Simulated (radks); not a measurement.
All-electron atom: Cl in [Ne] 3s2 3p5 (the NIST ground configuration). Method: scalar-relativistic Kohn-Sham, exchange-only LDA, spin-polarised, spherical densities, point nucleus; open shells are filled with parallel spins first; computed with a radial shooting solver on a logarithmic mesh with Libxc functionals. Some entries of the table are withheld. Estimate them.

orbital,occ.,eigenvalue (hartree),<r^2> (bohr^2)
1s up,1,-100.6832,0.01120
1s down,1,-100.6763,0.01119
2s up,1,-9.19047,0.2368
2s down,1,-9.18251,0.2366
2p up,3,(1),(2)
2p down,3,(3),(4)
3s up,1,-0.73183,2.757
3s down,1,-0.68979,2.791
3p up,3,(5),4.144
3p down,2,(6),4.344

Answer. 
(1) 2p up eigenvalue (hartree): -6.98204
(2) 2p up <r^2> (bohr^2): 0.2078
(3) 2p down eigenvalue (hartree): -6.97231
(4) 2p down <r^2> (bohr^2): 0.2075
(5) 3p up eigenvalue (hartree): -0.29156
(6) 3p down eigenvalue (hartree): -0.25366
